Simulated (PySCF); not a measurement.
Ligands exchanged one at a time, B OH-SiH3. All species are isolated molecules in the gas phase. One relaxed conformer stands for each flexible species; it need not be the lowest. Strings in code marks are SMILES.

The LUMO from two functionals at the same geometries (B3LYP-D3(BJ)/def2-TZVP), both in PySCF: PBE-D3(BJ)/def2-TZVP and B3LYP-D3(BJ)/def2-TZVP. B3LYP has the VWN-RPA correlation part, as in Gaussian. 

```
species                                                                                 PBE-D3(BJ)/def2-TZVP (eV)
--------------------------------------------------------------------------------------  -------------------------
0 of 3 OH replaced by SiH3 (`OB(O)O`)                                                                       -0.72
1 of 3 OH replaced by SiH3 (`OB(O)[SiH3]` (H–O–B–Si torsion 1°, Si–B–O–H torsion -1°))                      -1.23
2 of 3 OH replaced by SiH3                                                                                  -2.54
3 of 3 OH replaced by SiH3 (`[SiH3]B([SiH3])[SiH3]`)                                                        -4.05
```

Q: What does B3LYP-D3(BJ)/def2-TZVP give for each?

A: 
- 0 of 3 OH replaced by SiH3 (`OB(O)O`): -0.28
- 1 of 3 OH replaced by SiH3 (`OB(O)[SiH3]` (H–O–B–Si torsion 1°, Si–B–O–H torsion -1°)): -0.54
- 2 of 3 OH replaced by SiH3: -1.78
- 3 of 3 OH replaced by SiH3 (`[SiH3]B([SiH3])[SiH3]`): -3.29
Over these rows, drawn at random from the members with no instability flagged (it was tested for open shells, ions and some series alone), PBE minus B3LYP-D3(BJ): mean -0.66 eV, from -0.76 eV to -0.44 eV.
